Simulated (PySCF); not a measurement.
NbO2F, SMILES [O]=[Nb](=[O])[F], multiplicity 1.

Geometry optimised at PBE-D3(BJ)/def2-TZVP. The spin state was assumed, not searched. The def2 effective core potentials stand for the cores of Nb; spin–orbit coupling is left out.

Two levels are set side by side: PBE/def2-TZVPD (PySCF) and CAM-B3LYP/def2-TZVPD (PySCF). Same geometry, gas phase. Differences are taken from unrounded values.

```
quantity                       PBE
---------------------------  -----
orbital gap (eV)              2.36
highest occupied level (eV)  -7.03
lowest empty level (eV)      -4.67
dipole moment (D)             4.95
mean polarisability (bohr³)   42.3
```

Question: These are the PBE values. What does CAM-B3LYP give? (An estimate is asked for; the answer gives what the named calculation found.)

Answer: 
```json
[
 {"quantity": "orbital gap (eV)", "CAM-B3LYP": "6.86", "PBE minus CAM-B3LYP": "-4.51"},
 {"quantity": "highest occupied level (eV)", "CAM-B3LYP": "-10.07", "PBE minus CAM-B3LYP": "3.04"},
 {"quantity": "lowest empty level (eV)", "CAM-B3LYP": "-3.20", "PBE minus CAM-B3LYP": "-1.47"},
 {"quantity": "dipole moment (D)", "CAM-B3LYP": "5.39", "PBE minus CAM-B3LYP": "-0.44"},
 {"quantity": "mean polarisability (bohr³)", "CAM-B3LYP": "40.0", "PBE minus CAM-B3LYP": "2.3"}
]
```

Without exact exchange PBE keeps part of each electron's self-repulsion, which lifts occupied levels and narrows the gap. Loosely held outer electrons make PBE densities more polarisable. Differences between two approximate levels are no errors against the true value.

Rough cost on one machine, each run with all the roots and properties that it gave: CAM-B3LYP against PBE within a factor of 2.
